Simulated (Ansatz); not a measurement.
Reaction (isomerisation): `CC#C[SiH2]Cl` → `[SiH3]C1=C(Cl)C1`

Calculated with Ansatz (gas phase, PBE0-D4/def2-TZVP geometries, no zero-point term in ΔE). CBS: MP2 limit from def2 TZ/QZ plus the TZ coupled-cluster correction, frozen cores. Functionals use def2-TZVPP.

`CC#C[SiH2]Cl`:

```xyz
10

C    -0.940   -0.850   -1.862
C    -0.374   -0.298   -0.651
C     0.104    0.163    0.359
Si    0.812    0.853    1.868
Cl    2.865    0.802    1.770
H    -1.309   -1.864   -1.690
H    -0.190   -0.889   -2.655
H    -1.775   -0.238   -2.213
H     0.406    2.266    2.029
H     0.400    0.055    3.044
```

`[SiH3]C1=C(Cl)C1`:

```xyz
10

Si   -1.069   -1.231    0.514
C     0.108    0.014   -0.138
C     0.982    0.460   -0.981
Cl    1.865    0.186   -2.381
C     0.722    1.415    0.095
H    -2.427   -0.634    0.578
H    -1.084   -2.423   -0.369
H    -0.656   -1.624    1.885
H     1.450    1.542    0.896
H     0.108    2.295   -0.097
```

| level | ΔE (eV) |
| --- | --- |
| PBE0-D4 | 2.48 |
| B2PLYP | 2.77 |
| MP2/def2-TZVPP | 2.75 |
| MP2/def2-QZVPP | 2.78 |

Q: What does CCSD(T)/CBS give? (Estimate.)

A: The calculation gave: +2.77 eV. The listed levels differ from it by -0.29, 0.00, -0.02, 0.01 eV.

Largest T1 diagnostic among the species: 0.011.

From PBE to PBE0 (25 % exact exchange), in def2-TZVPP and without D4, ΔE moves by +0.09 eV. In def2-TZVPP, CCSD(T) changes the Hartree–Fock value by −0.35 eV (the triples alone add −0.05 eV) and MP2 by −0.31 eV.
